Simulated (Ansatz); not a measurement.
Basis-set extrapolation for `[OH][Al]1[CH2]SC[O]1` (PBE0-D4/def2-TZVP geometry, frozen core, the Gaussian-basis code of Ansatz). Multiplicity 1, RHF reference.

```tsv
	def2-TZVPP	def2-QZVPP
HF	-868.043979	-868.073373
MP2 correlation	-1.058926	-1.141258
CCSD(T) correlation	-1.139136	not run
```

Energies in hartree. Use E(X) = E(∞) + A·exp(−7.88·√X) for Hartree–Fock and E(X) = E(∞) + B·X^(−2.97) for correlation, with X = 3 and 4, and add CCSD(T) minus MP2 of the smaller set to the MP2 limit.

What is the CCSD(T) energy at the basis-set limit?

HF limit: -868.073373 + (-0.029394) × 0.13774 = -868.07742. MP2 limit: -1.141258 + (-0.082332) × 0.74074 = -1.20224. Higher-order term: -1.139136 − (-1.058926) = -0.08021. Total: -869.35987 hartree, 110.9 kcal/mol below CCSD(T)/def2-TZVPP.
